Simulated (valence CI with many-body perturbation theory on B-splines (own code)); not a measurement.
**Sensitivity of CI+MBPT for Nb III**

Calculated by configuration interaction combined with many-body perturbation theory (CI+MBPT): three valence electrons over a frozen Dirac-Fock core [Kr], a basis of 6 s, 6 p, 5 d, 5 f, 1 g functions for each j, with the one-electron correlation potential Σ1, the two-electron term Σ2, the three-electron term Σ3, Breit, model QED; selected CI, second order for the rest, scaled by the run's own slope (own B-spline code, finite nucleus).

Against 15 measured levels this calculation errs by 443 cm⁻¹ on average and by 1022 at most. These come from a selection out of Shadmi, J. Res. Natl. Bur. Stand. 70A, 435 (1966). Levels without a partner in it may be off by more, other configurations by 1,000 to 8,000 cm⁻¹. Only levels of the ground parity were solved; by the run's estimate the other parity begins above the list, which can be wrong where configurations are misplaced.

The reference run has the lowest level 4d³ ⁴F_3/2 and an ionisation energy of 25.0377 eV. Its largest variational space holds 6391 state functions.

Names give the largest LS component (configuration and term), which can be under half, so a name can repeat, a term be missing and a line seem to break the LS rules; names also repeat where a configuration has a term twice.

Changed runs:
A. screening of Σ1 on → off; selection threshold (hartree) 2e-08 → 2e-07
B. Breit term on → off; QED terms on → off
C. shift of the energy in Σ1 (hartree) 0 → 0.278
D. highest l in the core sums 6 → 1 (bad on purpose)

Excitation energies of the reference run in cm⁻¹, and shifts in cm⁻¹:

| Level | Reference | A | B | C | D |
| --- | --- | --- | --- | --- | --- |
| 4d³ ⁴F_5/2 | 508 | +19 | +25 | +2.7 | -76 |
| 4d³ ⁴F_7/2 | 1163 | +42 | +56 | +6.0 | -172 |
| 4d³ ⁴F_9/2 | 1927 | +65 | +90 | +10 | -279 |
| 4d³ ⁴P_3/2 | 9321 | +24 | +2.9 | +37 | -1026 |
| 4d³ ⁴P_1/2 | 9344 | +33 | +15 | +34 | -901 |
| 4d³ ²G_7/2 | 9633 | +52 | +36 | +43 | +135 |
| 4d³ ²G_9/2 | 10188 | +64 | +53 | +45 | +141 |
| 4d³ ⁴P_5/2 | 10244 | +67 | +58 | +36 | -854 |
| 4d³ ²P_1/2 | 11541 | +62 | +36 | +76 | -1942 |
| 4d³ ²P_3/2 | 11750 | +59 | +34 | +70 | -1828 |
| 4d³ ²H_9/2 | 13173 | +86 | +66 | +49 | +1325 |
| 4d³ ²H_11/2 | 13516 | +87 | +75 | +49 | +1374 |
| Ionisation energy (eV) | 25.0377 | +0.1089 | -0.0105 | +0.1389 | -0.7813 |
